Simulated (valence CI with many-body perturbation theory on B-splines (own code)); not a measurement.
# As XXI: magnetic and hyperfine properties of the levels

Calculated by valence CI with perturbative core correlation (CI+MBPT): three valence electrons over a frozen Dirac-Fock core [Ne], radial functions for each j: 11 s, 11 p, 10 d, 8 f, 5 g, 2 h, with the one-electron correlation potential Σ1 (screened to all orders), the two-electron term Σ2, the three-electron term Σ3, Breit, model QED; selected single and double excitations, second order for the rest, scaled by the run's own slope (own B-spline code, finite nucleus).

No measured levels were compared; by estimate levels of excited configurations hold to 0.05 to 0.15 % of their energy, terms of the ground configuration to about 0.5 %.

A/g_I is the dipole constant over the nuclear g factor μ/I (μ in nuclear magnetons, uniformly magnetised nucleus), B/Q the quadrupole constant per barn. Both hold the static response of the core; the bare values leave it out. Large factors of s and p1/2 electrons are usually good to 5 to 10 %; those of open d and f shells near neutrality can be off by tens of per cent, and small factors of p3/2, d and f electrons come from cancelling terms and can be off by a factor of two or in sign, in half-filled shells by more. B is blank for J = 1/2, where it vanishes, and for nearly pure S terms. Energies count from the lowest level.

Names give the largest LS component (configuration and term), which can be under half, so a name can repeat, a term be missing and a line seem to break the LS rules; names also repeat where a configuration has a term twice. Letters in brackets count levels of one name in rising energy.

| Level | E (cm⁻¹) | g | A/g_I (MHz) | A/g_I bare | B/Q (MHz/b) | B/Q bare |
| --- | --- | --- | --- | --- | --- | --- |
| 3s2 3p 2P°_1/2 | 0 | 0.663 | 65000 | 62300 |  |  |
| 3s2 3p 2P°_3/2 | 63585 | 1.332 | 12500 | 12300 | 22100 | 21400 |
| 3s 3p2 4P_1/2 | 351870 | 2.625 | 136000 | 132000 |  |  |
| 3s 3p2 4P_3/2 | 383130 | 1.723 | 54800 | 53100 | 18100 | 17500 |
| 3s 3p2 4P_5/2 | 410060 | 1.552 | 58200 | 56300 | -16000 | -15400 |
| 3s 3p2 2D_3/2 | 483410 | 0.823 | -8370 | -7690 | 26700 | 25900 |
| 3s 3p2 2D_5/2 | 499460 | 1.245 | 52500 | 50400 | 33500 | 32500 |
| 3s 3p2 2P_1/2 | 561140 | 1.305 | 73300 | 70200 |  |  |
| 3s 3p2 2S_1/2 | 624640 | 1.402 | 156000 | 149000 |  |  |
| 3s 3p2 2P_3/2 | 636390 | 1.311 | -14000 | -12500 | -21200 | -20500 |
| 3s2 3d 2D_3/2 | 720490 | 0.804 | 1300 | 1710 | 6590 | 6650 |
| 3s2 3d 2D_5/2 | 729070 | 1.199 | 9120 | 9170 | 9130 | 9220 |
| 3p3 2D°_3/2 | 895580 | 1.107 | 6030 | 6250 | 15000 | 14600 |
| 3p3 2D°_5/2 | 922060 | 1.197 | 25500 | 24900 | -7300 | -6970 |
| 3p3 4S°_3/2 | 930990 | 1.662 | -4410 | -2680 | -5110 | -4930 |
| 3s 3p 3d 4F°_3/2 | 979520 | 0.430 | -20300 | -19300 | 9960 | 9850 |
| 3s 3p 3d 4F°_5/2 | 992840 | 1.039 | 20500 | 20000 | 6560 | 6600 |
| 3p3 2P°_1/2 | 1012200 | 0.664 | 56700 | 53900 |  |  |
| 3s 3p 3d 4F°_7/2 | 1013200 | 1.245 | 30600 | 29700 | 9130 | 9190 |
| 3p3 2P°_3/2 | 1035700 | 1.339 | 8630 | 9110 | -10300 | -9930 |
| 3s 3p 3d 4F°_9/2 | 1045700 | 1.332 | 29400 | 28600 | 27000 | 26600 |
| 3s 3p 3d 4P°_5/2 | 1051200 | 1.481 | 34600 | 33700 | 8560 | 8570 |
| 3s 3p 3d 4D°_3/2 | 1056500 | 1.351 | 20500 | 20300 | 4910 | 4800 |
| 3s 3p 3d 4D°_1/2 | 1058000 | 0.248 | -68100 | -64800 |  |  |
| 3s 3p 3d 4D°_7/2 | 1094700 | 1.414 | 35200 | 34300 | -10600 | -10100 |
| 3s 3p 3d 4D°_5/2 | 1095800 | 1.373 | 33700 | 32900 | -7020 | -6880 |
| 3s 3p 3d 4P°_3/2 | 1097800 | 1.487 | 36700 | 35900 | -6260 | -6260 |
| 3s 3p 3d 4P°_1/2 | 1097900 | 2.425 | 114000 | 110000 |  |  |
| 3s 3p 3d 2D°_3/2 [a] | 1112300 | 0.890 | -14700 | -13700 | -9960 | -9510 |
| 3s 3p 3d 2D°_5/2 [a] | 1113100 | 1.175 | 32500 | 31500 | -5600 | -5170 |
| 3s 3p 3d 2F°_5/2 [a] | 1135700 | 0.985 | 26300 | 25300 | 12800 | 12600 |
| 3s 3p 3d 2F°_7/2 [a] | 1180700 | 1.142 | 3150 | 3530 | 26900 | 26400 |
| 3s 3p 3d 2P°_3/2 [a] | 1221300 | 1.206 | 15600 | 15400 | 3720 | 3770 |
| 3s 3p 3d 2F°_7/2 [b] | 1251800 | 1.146 | 28900 | 28000 | 26100 | 25600 |
| 3s 3p 3d 2P°_1/2 [a] | 1253500 | 0.661 | -63600 | -60400 |  |  |
| 3s 3p 3d 2F°_5/2 [b] | 1258100 | 0.874 | -12800 | -11800 | 22300 | 21900 |
| 3s 3p 3d 2P°_1/2 [b] | 1280800 | 0.660 | 20200 | 19600 |  |  |
| 3s 3p 3d 2D°_3/2 [b] | 1287300 | 1.047 | 40300 | 38700 | -3200 | -2890 |
| 3s 3p 3d 2D°_5/2 [b] | 1293000 | 1.178 | -8520 | -7470 | -15000 | -14300 |
| 3s 3p 3d 2P°_3/2 [b] | 1294400 | 1.200 | 1000 | 1700 | -8590 | -8280 |

Take the isotope of mass number 75, with I = 3/2, μ = 1.4383 μN and Q = 0.311 b. What is the hyperfine structure of 3s2 3p 2P°_3/2?

From the table A = 12000 MHz, B = 6890 MHz. Shifts from the centre of gravity in MHz: F = 0: -36400, F = 1: -31300, F = 2: -14200, F = 3: 28700.
